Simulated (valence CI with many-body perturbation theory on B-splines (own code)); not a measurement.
Questions on Co13+

Calculated by configuration interaction combined with many-body perturbation theory (CI+MBPT): four valence electrons over a frozen Dirac-Fock core [Ne], radial functions for each j: 11 s, 11 p, 10 d, 8 f, 5 g, 2 h, with the one-electron correlation potential Σ1, the two-electron term Σ2, the three-electron term Σ3, Breit, model QED; selected CI, second order for the rest, scaled by the run's own slope (own B-spline code, finite nucleus).

No measured levels were compared; by estimate levels of excited configurations hold to 0.05 to 0.15 % of their energy, terms of the ground configuration to about 0.5 %. Among the levels kept, up to 560 cm⁻¹ of a level comes from second order outside the variational space, and about a tenth of that is noise between levels of different J, which matters for small intervals.

Rates and lifetimes use the calculated energies. Strong lines usually hold to 10 to 20 %, long lifetimes can be off by a factor of two.

(1) What is the ground level?

(2) How well does LS coupling describe the low levels?

(3) What is the ionisation energy?

(4) Name the longest-lived excited levels whose lifetime is computed, and their main decay.

(5) Among levels below 1290300 cm⁻¹, which E1 lines absorb most strongly from the ground level?

Results:

(1) 3s2 3p2 3P_0, composition 93 % 3s2 3p2 3P + 4 % 3s2 3p2 1S.

(2) Among the lowest 20 levels the leading LS term, summed over configurations, holds 89 % on average. For single configurations the figures are 81 % in LS and 66 % in jj coupling. Terms mix most in the J = 2 level at 520980 cm⁻¹, where the leading one holds 50 %.

(3) 409.36 eV; NIST lists 410 ± 1 eV (semi-empirical).

(4) 3s2 3p2 3P_2 at 22690 cm⁻¹ lives 65.4 ms, mostly by M1 to 3s2 3p2 3P_1; 3s2 3p2 3P_1 at 11840 cm⁻¹ lives 34.9 ms, mostly by M1 to 3s2 3p2 3P_0; 3s2 3p2 1D_2 at 55075 cm⁻¹ lives 3.70 ms, mostly by M1 to 3s2 3p2 3P_2. The lifetime of 3s2 3p 3d 3F°_4 is too uncertain to give, and may be longer.

(5) to 3s2 3p 3d 3P°_1 at 18.86 nm, f = 0.838; to 3s 3p3 3S°_1 at 22.38 nm, f = 0.166; to 3s2 3p 3d 3D°_1 at 18.38 nm, f = 0.0817.
